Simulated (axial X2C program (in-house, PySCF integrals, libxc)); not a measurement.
# Ti: configurations by level of theory

Computed with an axial X2C code built on PySCF integrals, basis dyall-cv3z (cores contracted in-house), spin-free (one-electron X2C) and two-component (2c, atomic mean-field Coulomb and Gaunt terms). Energies in eV from the lowest row of each column (rows without correlated energies are left out; n/a marks j-coupled starts, which PBE0 does not hold); electrons by l are Mulliken totals of the Hartree–Fock solution, and PBE0 can relax to another configuration under the same block occupation. Coupled cluster uses truncated natural virtuals with an MP2 remainder. Frozen shells in the correlated columns: 2 s, 1 p.

The low spin-free determinants:

```json
{"electrons by l": "s8 p12 d2", "M_S, M_L": "1, 3", "HF": "0.08", "MP2": "0.00", "CCSD(T)": "0.00", "PBE0": "0.19"}
{"electrons by l": "s8 p12 d2", "M_S, M_L": "1, 2", "HF": "0.00", "MP2": "0.05", "CCSD(T)": "0.00", "PBE0": "0.00"}
{"electrons by l": "s8 p12 d2", "M_S, M_L": "1, 0", "HF": "0.24", "MP2": "0.28", "CCSD(T)": "0.17", "PBE0": "0.02"}
{"electrons by l": "s7 p12 d3", "M_S, M_L": "2, 3", "HF": "0.77", "MP2": "0.64", "CCSD(T)": "0.93", "PBE0": "0.27"}
{"electrons by l": "s7 p12 d3", "M_S, M_L": "2, 2", "HF": "0.71", "MP2": "0.68", "CCSD(T)": "0.93", "PBE0": "0.09"}
{"electrons by l": "s7 p12 d3", "M_S, M_L": "2, 0", "HF": "0.90", "MP2": "0.87", "CCSD(T)": "1.07", "PBE0": "0.14"}
{"electrons by l": "s7 p12 d3", "M_S, M_L": "2, 1", "HF": "1.27", "MP2": "1.04", "CCSD(T)": "1.22", "PBE0": "0.39"}
```

And the two-component ones:

| electrons by l | 2M_J | HF | MP2 | CCSD(T) | PBE0 |
| --- | --- | --- | --- | --- | --- |
| s8 p12 d2 | 4 | 0.07 | 0.00 | 0.00 | 0.18 |
| s8 p12 d2 | 2 | 0.00 | 0.06 | 0.01 | 0.00 |
| s8 p12 d2 | 6 | 0.02 | 0.09 | 0.04 | 0.03 |
| s7 p12 d3 | 2 | 0.77 | 0.64 | 0.93 | 0.26 |
| s7 p12 d3 | 8 | 0.73 | 0.71 | 0.96 | 0.11 |
| s7 p12 d3 | 10 | 0.80 | 0.68 | 0.96 | 0.29 |
| s7 p12 d3 | 4 | 0.91 | 0.89 | 1.09 | 0.15 |
| s7 p12 d3 | 2 | 1.27 | 1.05 | 1.23 | 0.39 |

Ground level as tabulated from the NIST Atomic Spectra Database (leading term): 2S+1 = 3, L = 3, J = 2.

Single determinants need not be terms or J levels, so several rows can belong to one term; PBE0 has no current term and treats spin collinearly, and Hartree–Fock breaks spherical symmetry, which spreads rows that should be degenerate. The search is wide but not exhaustive and can miss a configuration; gaps between s and d configurations can be off by some tenths of an eV with this basis and core.

The run took 5 min on 1 thread of Intel(R) Xeon(R) Processor @ 2.30GHz, on a shared host.
